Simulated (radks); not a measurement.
Task: These are the eigenvalues of the occupied orbitals of an atom or ion with whole-number occupations (hartree). All-electron calculation, scalar-relativistic Kohn-Sham, r2SCAN, spin-polarised, spherical densities, finite nucleus; meta-GGA in the generalised Kohn-Sham scheme; Fermi nuclear charge, rms radius of each element as measured or else 0.836 A^(1/3) + 0.57 fm. Program: a radial shooting solver on a logarithmic mesh with Libxc functionals.

1s down: -768.7985
1s up: -768.7981
2s up: -110.3801
2s down: -110.3462
2p up: -98.71643
2p down: -98.69172
3s up: -19.64041
3s down: -19.62953
3p up: -15.77837
3p down: -15.76391
3d up: -9.55066
3d down: -9.52280
4s up: -3.09864
4s down: -2.94563
4p up: -2.04798
4p down: -1.87797
4d up: -0.57963
5s up: -0.45667

Which element is it, and in what charge state? The configuration may be excited. Open shells, if any, are filled with parallel spins first.

Result: Z = 43, technetium, charge +1: Tc+ in [Kr] 4d5 5s1. The list shows which subshells hold electrons but not how many an open one holds; the 1s level, -768.8 hartree, gives Z - s = 39.2 by -(Z - s)^2/2, which with screening and relativity narrows Z to a few neighbours, and the depths of the outer levels then fix element, charge and occupations together.
